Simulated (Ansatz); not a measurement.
`[F][Al]([F])[I]` + `BC#N` → `N#[C][Al]([F])[F]` + `BI` at 400 K and 1 bar (redistribution).

Gas-phase electronic energies from Ansatz, PBE0-D4/def2-TZVP geometries. CCSD(T)/CBS adds triple-zeta CCSD(T) − MP2 to the extrapolated MP2 energy (def2 sets, frozen cores). This one scheme is used for every species. def2 core potentials past Kr. For I outer-core shells are correlated without core-valence functions, which leaves a few kJ/mol of doubt a bond.

| species | CCSD(T)/CBS energy (Eh) | H − E (kJ/mol) | S (J/(mol·K)) |
| --- | --- | --- | --- |
| `[F][Al]([F])[I]` | -739.25894 | 38.9 | 339.8 |
| `BC#N` | -118.71067 | 91.9 | 263.9 |
| `N#[C][Al]([F])[F]` | -534.51064 | 61.0 | 340.3 |
| `BI` | -323.43628 | 68.3 | 267.5 |

H − E and S are ideal-gas, rigid-rotor, harmonic terms from PBE0-D4/def2-TZVP. 1 Eh = 2625.50 kJ/mol, R = 8.31446 J/(mol·K).

Question: By hand: ΔE, ΔH, ΔS and ΔG.

Answer: ΔE = (-534.51064) + (-323.43628) − (-739.25894) − (-118.71067) = 0.02269 Eh = 59.6 kJ/mol. Δ(H − E) = 61.0 + 68.3 − 38.9 − 91.9 = -1.5, so ΔH = 58.1 kJ/mol. ΔS = 340.3 + 267.5 − 339.8 − 263.9 = 4.1 J/(mol·K). ΔG = 58.1 − 400 × (4.1)/1000 = 56.5 kJ/mol.

Question: By hand: the equilibrium constant, and the temperature at which ΔG would vanish if ΔH and ΔS stayed fixed.

Answer: log₁₀ K = −ΔG/(RT ln 10) = -7.4. ΔG = 0 at ΔH/ΔS = 14171 K, far beyond where these terms or the molecules hold.

The number of gas molecules stays the same, so ΔS is small and ΔH decides. A doubt of 5 kJ/mol in ΔE shifts log₁₀ K by 0.7 here. These are equilibria of isolated gas molecules and say nothing of rates. Largest T1 diagnostic: 0.014 (customary marks: 0.02 for closed shells, 0.045 for open ones).
